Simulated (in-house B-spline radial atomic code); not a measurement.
Configurations of Nd VIII (Nd7+), with energies counted from [Kr] 4d10 4f2 5s2 5p3. Method: scalar-relativistic (X2C) revTPSS, spin-polarised, spherical fractional occupations, Fermi nucleus of rms radius 4.9123 fm. Calculated with a radial B-spline atomic code at the basis-set limit. Shells without spins written out take the highest spin.

Occupations are held fixed; configurations that lie above the ionisation limit could autoionise.

```tsv
configuration	E - E(ref) (eV)	highest orbital	its <r> (bohr)
[Kr] 4d10 4f2 5s2 5p2 5d1	31.541	5d up	1.741
[Kr] 4d10 4f(1 up, 0 down) 5s2 5p(2 up, 1 down) 6s(1 up, 0 down)	47.447	6s up	2.494
[Kr] 4d10 4f2 5s2 5p2 6s1	47.735	6s up	2.513
[Kr] 4d10 4f1 5s2 5p3 6p1	52.089	6p up	2.742
[Kr] 4d9 4f2 5s2 5p4	116.34	5p down	1.459
[Kr] 4d(5 up, 4 down) 4f(1 up, 2 down) 5s2 5p(3 up, 0 down)	122.54	4f down	0.8334
[Kr] 4d9 4f2 5s2 5p3 6s1	161.29	6s up	2.48
```

(1) Order these further configurations by energy, lowest first.
A. [Kr] 4d10 4f1 5s2 5p4
B. [Kr] 4d(4 up, 5 down) 4f(1 up, 1 down) 5s2 5p(3 up, 1 down)
C. [Kr] 4d10 4f(1 up, 1 down) 5s2 5p(3 up, 0 down)
D. [Kr] 4d10 4f1 5s2 5p3 5d1
E. [Kr] 4d(4 up, 5 down) 4f(1 up, 1 down) 5s2 5p(0 up, 3 down) 5d(1 up, 0 down)

(2) How far above the reference does [Kr] 4d9 4f3 5s2 5p3 lie?

(3) How far above the reference does [Kr] 4d10 4f1 5s2 5p3 5f1 lie?

(4) How far above the reference does [Kr] 4d9 4f2 5s2 5p3 6f1 lie?

(5) Is the reference the lowest configuration at this level of theory?

Answers

(1) A (-1.539 eV), C (2.4493 eV), D (26.147 eV), B (119.68 eV), E (151 eV).

(2) 115.72 eV; its least bound orbital is 4f up with <r> = 0.8412 bohr.

(3) 57.522 eV; its least bound orbital is 5f up with <r> = 2.295 bohr.

(4) 194.29 eV; its least bound orbital is 6f up with <r> = 4.047 bohr.

(5) No: [Kr] 4d10 4f1 5s2 5p4 lies 1.539 eV lower with this functional.
